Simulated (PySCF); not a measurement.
## Dipole moment and polarisability of `CCc1cccnn1`

Compound: C6H8N2.
Geometry (GFN2-xTB, Å), atoms numbered from 1 in this order:
```xyz
16
C6H8N2 angstrom
C     -2.2210    0.5556   -0.2400
C     -1.0489   -0.0371   -1.0250
C      0.1986    0.0130   -0.1984
C      0.5030   -0.9858    0.7348
C      1.6539   -0.8323    1.4771
C      2.4113    0.3135    1.2326
N      2.0639    1.2156    0.3376
N      0.9815    1.0672   -0.3641
H     -2.0075    1.5891    0.0216
H     -3.1272    0.5263   -0.8395
H     -2.3943   -0.0048    0.6768
H     -1.2722   -1.0713   -1.2955
H     -0.8905    0.5456   -1.9323
H     -0.1458   -1.8415    0.8574
H      1.9600   -1.5609    2.2130
H      3.3276    0.5167    1.7687
```

Level: PBE0/def2-SVPD (PySCF), static field, nuclei fixed, core orbitals frozen in the response. The polarisability tensor in these axes (au):

```
x   95.09  4.75 17.81
y    4.75 75.35 -9.05
z   17.81 -9.05 73.62
```

Q: Give the principal values, the mean and the anisotropy Δα = √{½[(α1 − α2)² + (α2 − α3)² + (α1 − α3)²]}.

A: Principal values 57.66, 81.25 and 105.15 au; mean 81.35 au = 12.06 Å³ = 13.41 × 10⁻⁴⁰ C²·m²/J; Δα = 41.13 au (51 % of the mean).

Q: What is the dipole moment, and where does it point?

A: (-1.34, -3.39, 1.61) D, 3.99 D in size, pointing from the negative to the positive side. Measured along this direction, the outermost atoms are N7 at the negative end and H14 at the positive end.

Q: Traceless (Buckingham) quadrupole moment about the centre of nuclear charge: eigenvalues?

A: -7.90, -2.27, 10.18 D·Å. The values depend on the origin, since the dipole doesn't vanish. The electronic extent ⟨r²⟩ about the same centre is 954 bohr², a root-mean-square distance of 2.15 Å for the 58 electrons.

Q: What molar refraction does this α imply?

A: Lorentz–Lorenz: R = (4π/3)N_A α = 2.5225 cm³/(mol·Å³) × 12.06 Å³ = 30.4 cm³/mol, in the limit of long wavelengths.

Q: Rayleigh depolarisation ratio (linearly polarised light, static tensor)?

A: ρ = 3Δα²/(45ᾱ² + 4Δα²) = 5075.4/(297830 + 6767.1) = 0.0167.

The structure is a single GFN2-xTB conformer in the gas phase; no vibrational or solvent corrections.
